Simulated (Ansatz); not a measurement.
`[F][Zn][CH]1CO1`, relaxed with RKS PBE0-D4/def2-TZVP in Ansatz 0.2.0 from a PBE-D4/def2-SVP geometry. The force threshold is 0.005 eV/Å; the program also tests the step.

Total charge 0; spin multiplicity 1.

Start:

```xyz
8

F     1.451   -0.036   -3.223
Zn    0.579   -0.234   -1.713
C    -0.390   -0.428   -0.047
C    -0.066    0.375    1.160
O    -1.218    0.669    0.385
H    -0.846   -1.422    0.144
H    -0.258   -0.052    2.164
H     0.748    1.127    1.131
```

How much energy does the relaxation release, and in how many steps? (Estimate.)

The calculation gave: 0.76 kcal/mol, in 5 steps.

Which bonds change most? (Best estimate.)

Computed: C3–H6 from 1.111 to 1.090 Å; C4–H8 from 1.108 to 1.088 Å; C4–H7 from 1.108 to 1.088 Å; C3–C4 from 1.486 to 1.470 Å.

Give the relaxed structure. (An estimate is asked.)

The calculation gave: 
```xyz
8

F     1.434   -0.034   -3.212
Zn    0.572   -0.226   -1.701
C    -0.372   -0.433   -0.041
C    -0.062    0.367    1.153
O    -1.197    0.666    0.374
H    -0.835   -1.399    0.161
H    -0.273   -0.049    2.136
H     0.734    1.108    1.129
```
